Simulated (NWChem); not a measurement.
Molecule: C2H3Cl2In; SMILES [Cl][In]([Cl])[CH]=C

```xyz
8

In    -0.1647     0.0181     0.0000
Cl    -0.6822     2.3013     0.0000
Cl     2.1433    -0.4164     0.0000
C     -1.5281    -1.6065     0.0000
C     -1.0762    -2.8641     0.0000
H     -2.6041    -1.4008     0.0000
H     -1.7648    -3.7187     0.0000
H     -0.0078    -3.1078     0.0000
```
Atoms are numbered in this order, from 1.

Computed with NWChem. STO-3G and 3-21G are far too small for this property and stand as cheap habits. Structure relaxed at the PBE0/def2-SVP level. Not confirmed as a minimum by frequencies. def2 effective core potentials on In; no spin-orbit coupling. Field at 589 nm.

For level B3LYP/STO-3G (all-electron, non-relativistic):

```yaml
isotropic polarisability (bohr³): 41.5
anisotropy (bohr³): 41.3
```

Question: What are these values for level B3LYP/def2-SVP (core potentials)?

Answer: 
* **isotropic polarisability (bohr³)**: 74.9
* **anisotropy (bohr³)**: 57.0
